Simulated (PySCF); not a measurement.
A structure optimised at TPSSh-D3(BJ)/def2-SVP, used in a PySCF frequency run:

```xyz
12

Mg     0.2025    -0.3378     0.2177
N     -0.6056     1.1225    -0.7077
C     -0.6351     1.2612    -2.1493
C     -1.2707     2.2331    -0.0576
H     -1.6718     1.2984    -2.5504
H     -0.1303     2.1899    -2.4954
H     -0.1276     0.4143    -2.6449
H     -0.7974     3.2100    -0.2995
H     -2.3393     2.3193    -0.3537
H     -1.2481     2.1271     1.0418
S      1.2158    -2.0914     1.3470
H      0.1043    -2.8657     1.3326
```
Charge 0, spin multiplicity 1.

Problem. Write its SMILES and formula.

Solution. C[N](C)[Mg][SH], C2H7MgNS

Problem. What are its rotational constants (standard atomic weights)?

Solution. 9.2435, 1.1059, 1.0073 GHz
